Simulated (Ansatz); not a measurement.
## One step, two centres

Four-centre ligand exchange, with the central atom changed down its group and all else kept; in the first member these bonds form or tighten: H–S, H–Si; these break or loosen: H–H, S–Si.

Gas-phase electronic energies, without zero-point energy, by CCSD(T) at an estimated basis limit (MP2 extrapolated from triple and quadruple zeta, plus CCSD(T) − MP2 in triple zeta); Ansatz 0.2.0, def2-TZVPP and QZVPP, frozen cores, core potentials past krypton, on PBE0-D4/def2-TZVP structures. Extrapolation: Hartree–Fock as exp(−7.88 √X), correlation as X^−2.97. All energies, in kcal/mol, count from the separated reactants, without counterpoise correction; the start and end structures are the complexes reached by relaxing down from the saddle, and deeper ones may exist. Brackets give SMILES, or, where every atom is bracketed, only which atoms are joined. Steps whose reference was doubtful or whose search ended elsewhere are left out.

| reactants | products | start structure | saddle | end structure |
| --- | --- | --- | --- | --- |
| SiH₄S ([SiH3][SH]) + H₂ | SiH₄ + H₂S | -0.52 | 58.79 | 6.90 |
| SnH₄S ([SH][SnH3]) + H₂ | SnH₄ + H₂S | -0.64 | ? | 8.69 |

Task: What is the height of the saddle for SnH₄S ([SH][SnH3]) + H₂? (Judge from chemistry; the value comes from the calculation.)

Result: The calculation gives: 51.51 kcal/mol relative to the separated reactants, the lower of the two; above its start structure the barrier is 51.51 − (-0.64) ≈ 52.15 kcal/mol.

The saddle falls down the group: the larger centre, with longer and weaker bonds, takes on an extra partner at less cost.

T1 diagnostic: at most 0.016. The filled d shells of Sn are correlated in sets not built for that, so values that involve them are less sure.

For scale, one of the runs: CCSD(T)/def2-TZVPP, 176 basis functions, launched by `ansatz run in.yaml --threads 2 --pin off --events-out ev --progress --plain --max-ram 4352MiB`. Hardware: 2 CPU threads, shared host. Wall time 33 s; peak host memory 1.7 GiB.
